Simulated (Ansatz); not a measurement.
`[NH2][AlH][BH]F` + H–F → `F[BH][AlH][F]` + NH₃ at 700 K and 1 bar (ligand exchange at the Al–N bond).

Computed with Ansatz on PBE0-D4/def2-TZVP structures; ΔE is electronic, products minus reactants. CCSD(T)/CBS is the MP2 limit (def2-TZVPP, def2-QZVPP) plus CCSD(T) − MP2 in def2-TZVPP, frozen cores. This one scheme is used for every species. One conformer a species, not always the lowest.

| species | CCSD(T)/CBS energy (Eh) | H − E (kJ/mol) | S (J/(mol·K)) |
| --- | --- | --- | --- |
| `[NH2][AlH][BH]F` | -423.76780 | 191.4 | 431.7 |
| H–F | -100.39570 | 45.2 | 198.5 |
| `F[BH][AlH][F]` | -467.68823 | 118.6 | 403.5 |
| NH₃ | -56.50880 | 116.9 | 226.5 |

H − E and S are ideal-gas, rigid-rotor, harmonic terms from PBE0-D4/def2-TZVP, for one conformer and one mirror image of each species. 1 Eh = 2625.50 kJ/mol, R = 8.31446 J/(mol·K).

Problem. By hand: ΔE, ΔH, ΔS and ΔG.

Solution. ΔE = (-467.68823) + (-56.50880) − (-423.76780) − (-100.39570) = -0.03353 Eh = -88.0 kJ/mol. Δ(H − E) = 118.6 + 116.9 − 191.4 − 45.2 = -1.1, so ΔH = -89.1 kJ/mol. ΔS = 403.5 + 226.5 − 431.7 − 198.5 = -0.2 J/(mol·K). ΔG = -89.1 − 700 × (-0.2)/1000 = -89.0 kJ/mol.

Problem. By hand: the equilibrium constant, and the temperature at which ΔG would vanish if ΔH and ΔS stayed fixed.

Solution. log₁₀ K = −ΔG/(RT ln 10) = 6.6. ΔG = 0 at ΔH/ΔS = 445500 K, far beyond where these terms or the molecules hold.

The number of gas molecules stays the same, so ΔS is small and ΔH decides. A doubt of 5 kJ/mol in ΔE shifts log₁₀ K by 0.4 here. Other conformers and mirror images would add mixing entropy, several J/(mol·K) or more a flexible species. Modes under 60 cm⁻¹, often nearly free rotors, make the harmonic entropy too high. These are equilibria of isolated gas molecules and say nothing of rates. Largest T1 diagnostic: 0.014 (customary marks: 0.02 for closed shells, 0.045 for open ones).
